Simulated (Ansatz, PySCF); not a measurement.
Gas-phase reaction in SMILES: C=CCCCCC [hept-1-ene] + 5 C (CH4) -> C=C (C2H4) + 5 CC (C2H6) [ethane]
Each molecule is optimised on its own at B3LYP-D3(BJ)/def2-TZVP (Ansatz, an electronic-structure program), one conformer each, not searched for the lowest. Frequencies are from Ansatz or PySCF.
Geometry of the first species:
```
C
H 1 1.0944
H 1 1.0954 2 106.17
C 1 1.5257 2 109.68 3 -118.11
H 4 1.0959 1 109.30 2 -64.23
H 4 1.0960 5 106.02 1 117.73
C 4 1.5266 5 109.22 6 117.61
H 7 1.0948 4 109.15 5 64.57
H 7 1.0949 8 106.08 4 -117.49
C 7 1.5260 8 109.56 9 -118.19
H 10 1.0915 7 111.53 8 58.03
H 10 1.0927 11 107.74 7 122.12
H 10 1.0928 11 107.74 12 115.74
C 1 1.5331 2 108.96 3 117.56
H 14 1.0938 1 109.70 2 62.95
H 14 1.0966 15 106.66 1 -117.32
C 14 1.4966 15 109.67 16 -118.23
C 17 1.3268 14 125.33 15 -4.04
H 18 1.0825 17 121.76 14 -179.29
H 18 1.0846 19 116.82 17 179.82
H 17 1.0879 18 118.90 19 -0.38
```

Property: bond separation energy (enthalpy at 298 K, with B3LYP-D3(BJ) rigid-rotor harmonic-oscillator terms), in eV. Correlated levels leave the core frozen unless marked. Spin-orbit coupling is left out. Non-relativistic unless marked X2C. CBS(X,Y): correlation extrapolated as X^-3; Hartree-Fock from the larger set. The bracket is a focal-point correction in the basis named.

| level | program | bond separation energy (eV) |
|---|---|---|
| BLYP-D4/def2-TZVPD | Ansatz + dftd4 | 0.66 |
| revPBE/def2-TZVPD | Ansatz | [?] |
| r2SCAN/def2-TZVPD | Ansatz | 0.66 |
| PBE0/def2-TZVP | Ansatz | [?] |
| BHLYP/def2-TZVPD | Ansatz | 0.49 |
| HSE06-D3(BJ)/def2-TZVPD | Ansatz + dftd3 | 0.63 |
| HSE06-D4/def2-TZVPD | Ansatz + dftd4 | 0.64 |
| CAM-B3LYP/def2-TZVPD | Ansatz | [?] |
| LC-wPBE-D3(BJ)/def2-TZVPD | Ansatz + dftd3 | 0.64 |
| PBE-QIDH/def2-TZVPD | Ansatz | [?] |
| CCSD/cc-pwCVTZ | Ansatz | 0.61 |
| X2C-CCSD(T)/cc-pVTZ-DK | Ansatz | 0.66 |
| RI-MP2/CBS(cc-pVTZ,cc-pVQZ)+[CCSD(T)-MP2]/cc-pVTZ | Ansatz | 0.69 |

Q: What belongs in the gaps?

A: 
- revPBE/def2-TZVPD, bond separation energy (eV): 0.47
- PBE0/def2-TZVP, bond separation energy (eV): 0.54
- CAM-B3LYP/def2-TZVPD, bond separation energy (eV): 0.53
- PBE-QIDH/def2-TZVPD, bond separation energy (eV): 0.65
